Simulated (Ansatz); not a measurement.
**Question.** Name a neutral molecule of C, F, Si and H with HOMO–LUMO gap (B3LYP/def2-TZVPP) between 7.85 and 8.15 eV and size of the dipole moment (PBE/def2-TZVPP) between 2.10 and 2.40 D (Ansatz, PBE0-D4/def2-TZVP geometry).

**Answer.** `C#C[Si](C)(F)F` (7.86 eV, 2.33 D); `C#C[Si](F)(F)F` (7.99 eV, 2.34 D); `CC(C)[Si](F)(F)C(C)C` (8.14 eV, 2.17 D). Other molecules can fit too; these were computed, each in one conformer that needn't be the lowest.

B3LYP here is the variant with VWN-RPA as its local correlation; programs differ in this.
